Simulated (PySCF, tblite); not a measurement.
Isomers of C5H13O4P, one GFN2-xTB conformer each. Single-point energies are computed at PBE0/pcSseg-1 (PySCF, gas phase, no added dispersion term), electronic only.

**Question.** Rank them by PBE0/pcSseg-1 energy, lowest first (kJ/mol).
A. `[CH3:1][O:2][P:3](=[O:4])([O:5][CH3:6])[O:7][CH:8]([CH3:9])[CH3:10]` with C1–O2–P3–O4 43°, O2–P3–O5–C6 169°, O2–P3–O7–C8 -91°, P3–O7–C8–C9 -144°
B. `[CH3:1][CH2:2][CH2:3][O:4][P:5](=[O:6])([O:7][CH3:8])[O:9][CH3:10]` with C1–C2–C3–O4 65°, C2–C3–O4–P5 -154°, C3–O4–P5–O6 177°, O4–P5–O7–C8 -164°, O4–P5–O9–C10 96°
C. `[CH3:1][CH2:2][O:3][P:4](=[O:5])([O:6][CH3:7])[O:8][CH2:9][CH3:10]` with C1–C2–O3–P4 -140°, C2–O3–P4–O5 38°, O3–P4–O6–C7 169°, O3–P4–O8–C9 -94°, P4–O8–C9–C10 78°

**Answer.** A (0.0), C (2.3), B (16.8).

Neighbours under 10 kJ/mol apart (COP(=O)(OC)OC(C)C and CCOP(=O)(OC)OCC) can change places with a better method, another conformer or zero-point energy. GFN2-xTB itself gives, in the same order: 0.0, 3.1, 18.1. Both levels put the same isomer lowest; measured from each level's own lowest isomer, the values differ by up to 1.3 kJ/mol (CCCOP(=O)(OC)OC: 18.1 against 16.8).

**Question.** Which frontier levels, dipoles and rotational constants go with these structures?

**Answer.** 
| SMILES | HOMO (eV, PBE0/pcSseg-1) | LUMO (eV) | dipole (D) | A, B, C (MHz) |
| --- | --- | --- | --- | --- |
| COP(=O)(OC)OC(C)C | -8.35 | 1.28 | 0.58 | 1571, 911.6, 679.6 |
| CCOP(=O)(OC)OCC | -8.37 | 1.36 | 0.51 | 1252, 1062, 672.5 |
| CCCOP(=O)(OC)OC | -8.46 | 1.20 | 3.06 | 1747, 782.1, 652.9 |

**Question.** What happens when harmonic zero-point energies from GFN2-xTB frequencies are added?

**Answer.** 
```
           SMILES  ZPE (kJ/mol)  electronic (kJ/mol)  with ZPE (kJ/mol)
COP(=O)(OC)OC(C)C         485.5                  0.0                0.0
  CCOP(=O)(OC)OCC         486.9                  2.3                3.6
  CCCOP(=O)(OC)OC         486.9                 16.8               18.2
```

The zero-point energies span 1.4 kJ/mol. The order is unchanged.
